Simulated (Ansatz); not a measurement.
silicon monoxide (OSi), singlet, at a GFN2-xTB geometry, with bond 2-1 at 1.25 times its length; Ansatz (an electronic-structure program) with PBE0/def2-SV(P).

Ansatz was given this input:
Ansatz 0.2 input:
```yaml
crystal:
  periodic: [false, false, false]
  atoms:
    - {symbol: Si, position_ang: [-0.00000000, -0.00000000, -0.54858235]}
    - {symbol: O, position_ang: [0.00000000, 0.00000000, 1.33716949]}
basis:
  gaussian:
    orbitals: def2-SV_P_.json
hamiltonian:
  xc: pbe0
```
The basis file holds def2-SV(P) in the JSON format of the Basis Set Exchange.

It wrote (shortened):

```
Functional definition: PBE0
294 factors; integrals over basis functions are off by at most 6.7e-4 eV
mean field evaluation 1: about -9900.8868 eV, gradient 6.8e1 eV
mean field evaluation 2: about -9739.0983 eV, gradient 1.8e2 eV
mean field evaluation 4: about -9912.4966 eV, gradient 3.0e0 eV
mean field evaluation 8: about -9912.5229 eV, gradient 2.2e-1 eV
mean field evaluation 16: about -9912.5230 eV, gradient 7.0e-5 eV
mean field -9912.52300949 eV, -364.2785016493 hartree, gradient 7.0e-5 eV, S^2 0.000000; 0 other end points of the search recorded, 0 dependent functions left out
reference -9912.52302357 eV, -364.2785021668 hartree; 11, 11 occupied and 21, 21 virtual orbitals, 294 factors
Total energy: -9912.52302357 eV, -364.2785021668 hartree
```
